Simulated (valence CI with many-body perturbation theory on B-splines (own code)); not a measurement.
## Cr¹⁹⁺: key properties

Method: valence CI with perturbative core correlation (CI+MBPT): three valence electrons over a frozen Dirac-Fock core [He], radial functions for each j: 11 s, 11 p, 9 d, 7 f, 5 g, 2 h, 1 i, with the one-electron correlation potential Σ1 (screened to all orders), the two-electron term Σ2, the three-electron term Σ3, Breit, model QED; selected single and double excitations, second order for the rest (own B-spline code, finite nucleus).

No measured levels were compared; by estimate levels of excited configurations hold to 0.05 to 0.15 % of their energy, terms of the ground configuration to about 0.5 %.

Names give the largest LS component (configuration and term), which can be under half, so a name can repeat, a term be missing and a line seem to break the LS rules; names also repeat where a configuration has a term twice.

Rates and lifetimes use the calculated energies. Strong lines usually hold to 10 to 20 %, long lifetimes can be off by a factor of two.

Task: What is the ground level?

Result: 2s2 2p 2P°_1/2, composition 98 % 2s2 2p 2P° + 2 % 2p3 2P°, g = 0.662.

Task: Where does the other parity begin?

Result: At 2s 2p2 4P_1/2, 44.02 eV.

Task: Among levels below 982.33 eV, which E1 lines absorb most strongly from the ground level?

Result: to 2s2 3d 2D_3/2 at 1.411 nm, f = 0.667; to 2s 2p 3p 4S_3/2 at 1.367 nm, f = 0.140; to 2s 2p 3p 2P_1/2 at 1.375 nm, f = 0.115.

Task: How is the term 2P° of the ground level split?

Result: J = 1/2 at 0.00, J = 3/2 at 10.29 eV.

Task: What is the ionisation energy?

Result: 1495.3 eV; NIST lists 1495.1 ± 0.7 eV (semi-empirical).

Task: What are the static dipole polarisabilities of the lowest levels?

Result: 2s2 2p 2P°_1/2 0.0172; 2s2 2p 2P°_3/2 0.0173 (tensor 0.0016) bohr³, of which the core gives 2.79e-05.

Task: How well does LS coupling describe the low levels?

Result: Among the lowest 20 levels the leading LS term, summed over configurations, holds 93 % on average. For single configurations the figures are 91 % in LS and 78 % in jj coupling. Terms mix most in the J = 1/2 level at 105.13 eV, where the leading one holds 54 %.
